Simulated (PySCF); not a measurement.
How methods differ on the ionisation energy of W²⁺

W²⁺ [Xe] 4f14 5d4 [5d3/2^4, M_J = 0] → W³⁺ [Xe] 4f14 5d3 [5d3/2^3, M_J = 3/2], as a difference of total energies. Computed with PySCF 2.14 in x2c-QZVPPall-2c (16s16p12d6f2g, 184 functions), with the two-component X2C-1e Hamiltonian. "Screened" scales the spin-orbit matrix elements by Boettger's factors to mimic the two-electron term; Breit and QED terms are absent.

```tsv
method	ionisation energy (eV)
GHF (spin-free)	24.868
GHF (screened spin-orbit)	24.635
```

The spin-free rows relax to the high-spin LS determinant and lack the spin-orbit shift.

The labels give the starting determinants; with spin-orbit coupling the two ends relaxed to ⟨J²⟩ = 3.00, ⟨L²⟩ = 5.83, ⟨S²⟩ = 5.80 and ⟨J²⟩ = 5.67, ⟨L²⟩ = 11.76, ⟨S²⟩ = 3.67.

The determinant of W²⁺ and of W³⁺ mixes levels of different J (the jj label is only the starting occupation), so the difference between spin-free and spin-orbit rows is not the physical spin-orbit shift.

For comparison: 26 ± 0.4 eV (semi-empirical (NIST evaluation); NIST Atomic Spectra Database, ionization energies).
